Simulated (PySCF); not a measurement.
## Fluorine: a sound run and one with changed settings

Sound run: F+ [He] 2s2 2p4, F(2+) [He] 2s2 2p3. Computed with PySCF 2.14 in aug-cc-pVDZ (4s3p2d, 23 functions), with the non-relativistic Hamiltonian (point nucleus). The sound run starts from symmetry-adapted Hartree-Fock orbitals and uses a fine grid where one is needed.

Changed run: initial guess atom, at most 50 SCF cycles, level shift 10.0 hartree.

| species | method | sound run (hartree) | changed run (hartree) | converged |
| --- | --- | --- | --- | --- |
| F+ | UHF | -98.80167 | -98.80166 | no |
| F+ | TPSS | -99.10185 | -99.10184 | no |
| F+ | PBE0 | -99.00293 | -99.00292 | no |
| F(2+) | UHF | -97.57598 | -97.57598 | no |
| F(2+) | TPSS | -97.79905 | -97.79903 | no |
| F(2+) | PBE0 | -97.70734 | -97.70730 | no |

A level shift slows the SCF but leaves a converged energy unchanged.
